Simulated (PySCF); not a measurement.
## Continuum solvent and chemical shifts

Molfile (atoms numbered from 1):
```
C8H15Cl
     RDKit          3D

 24 24  0  0  0  0  0  0  0  0999 V2000
   -0.8553   -4.2466   -2.6629 Cl  0  0  0  0  0  0  0  0  0  0  0  0
   -0.6011   -2.9435   -1.4273 C   0  0  0  0  0  0  0  0  0  0  0  0
    0.8377   -2.4584   -1.5616 C   0  0  0  0  0  0  0  0  0  0  0  0
    1.3045   -1.4894   -0.4661 C   0  0  0  0  0  0  0  0  0  0  0  0
    1.3128   -0.0078   -0.8528 C   0  0  0  0  0  0  0  0  0  0  0  0
    0.0939    0.5211   -1.5991 C   0  0  0  0  0  0  0  0  0  0  0  0
   -1.2389    0.5039   -0.8605 C   0  0  0  0  0  0  0  0  0  0  0  0
   -1.8080   -0.8664   -0.4809 C   0  0  0  0  0  0  0  0  0  0  0  0
   -1.7392   -1.9405   -1.5758 C   0  0  0  0  0  0  0  0  0  0  0  0
   -0.7104   -3.4597   -0.4597 H   0  0  0  0  0  0  0  0  0  0  0  0
    1.4677   -3.3598   -1.5461 H   0  0  0  0  0  0  0  0  0  0  0  0
    0.9758   -2.0178   -2.5633 H   0  0  0  0  0  0  0  0  0  0  0  0
    2.3313   -1.7604   -0.1740 H   0  0  0  0  0  0  0  0  0  0  0  0
    0.7050   -1.6475    0.4446 H   0  0  0  0  0  0  0  0  0  0  0  0
    2.1945    0.1735   -1.4918 H   0  0  0  0  0  0  0  0  0  0  0  0
    1.4778    0.5959    0.0568 H   0  0  0  0  0  0  0  0  0  0  0  0
    0.3037    1.5622   -1.8954 H   0  0  0  0  0  0  0  0  0  0  0  0
   -0.0133   -0.0258   -2.5518 H   0  0  0  0  0  0  0  0  0  0  0  0
   -1.1627    1.1226    0.0507 H   0  0  0  0  0  0  0  0  0  0  0  0
   -1.9774    1.0138   -1.5033 H   0  0  0  0  0  0  0  0  0  0  0  0
   -2.8630   -0.7196   -0.2009 H   0  0  0  0  0  0  0  0  0  0  0  0
   -1.3271   -1.2444    0.4354 H   0  0  0  0  0  0  0  0  0  0  0  0
   -1.6850   -1.4814   -2.5772 H   0  0  0  0  0  0  0  0  0  0  0  0
   -2.6686   -2.5287   -1.5709 H   0  0  0  0  0  0  0  0  0  0  0  0
  1  2  1  0
  2  3  1  0
  3  4  1  0
  4  5  1  0
  5  6  1  0
  6  7  1  0
  7  8  1  0
  8  9  1  0
  9  2  1  0
  2 10  1  0
  3 11  1  0
  3 12  1  0
  4 13  1  0
  4 14  1  0
  5 15  1  0
  5 16  1  0
  6 17  1  0
  6 18  1  0
  7 19  1  0
  7 20  1  0
  8 21  1  0
  8 22  1  0
  9 23  1  0
  9 24  1  0
M  END
```

GIAO PBE0/pcSseg-1 in PySCF 2.14.0 with density-fitted response routines on one PBE0-D3(BJ)/def2-SVP conformer, non-relativistic, equivalent nuclei averaged. Solvents enter as an IEF-PCM continuum (tetrahydrofuran with ε = 7.4, dichloromethane with ε = 8.9) around the gas-phase geometry. Shifts are referred to TMS computed in the same medium.

Gas phase, δ in ppm: C2 69.1, C3/C9 37.4, C5/C7 30.3, C4/C8 26.3, C6 22.3, H10 3.45, H11/H24 2.03, H13/H21 1.65, H18 1.64, H12/H23 1.58, H15/H20 1.45, H16/H19 1.36, H14/H22 1.31, H17 1.26. Dipole moment 2.51 D.

(1) How does each δ change in the continuum?

(2) Which nuclei move most (in ppm), and what does the model miss?

Answers

(1) 
```tsv
atoms	environment	Δδ, tetrahydrofuran	Δδ, dichloromethane
C2	sp3 CH bonded to Cl	+2.7	+2.8
C3/C9	sp3 CH2 in a ring	+0.8	+0.8
C5/C7	sp3 CH2 in a ring	+0.6	+0.6
C4/C8	sp3 CH2 in a ring	+0.3	+0.3
C6	sp3 CH2 in a ring	+0.7	+0.7
H10	hydrogen on an sp3 CH bonded to Cl	+0.27	+0.28
H11/H24	hydrogen on an sp3 CH2 in a ring	-0.04	-0.04
H13/H21	hydrogen on an sp3 CH2 in a ring	+0.03	+0.03
H18	hydrogen on an sp3 CH2 in a ring	+0.02	+0.03
H12/H23	hydrogen on an sp3 CH2 in a ring	+0.05	+0.05
H15/H20	hydrogen on an sp3 CH2 in a ring	0.00	0.00
H16/H19	hydrogen on an sp3 CH2 in a ring	+0.01	+0.01
H14/H22	hydrogen on an sp3 CH2 in a ring	+0.11	+0.12
H17	hydrogen on an sp3 CH2 in a ring	0.00	0.00
```

Changes are relative to the gas phase. The dipole moment becomes 3.11 D in tetrahydrofuran, 3.13 D in dichloromethane.

(2) C2 (sp3 CH bonded to Cl, +2.8 ppm) in dichloromethane. A continuum only polarises the solute; specific hydrogen bonds, the anisotropy of aromatic solvents and changes of geometry or conformer are outside it.
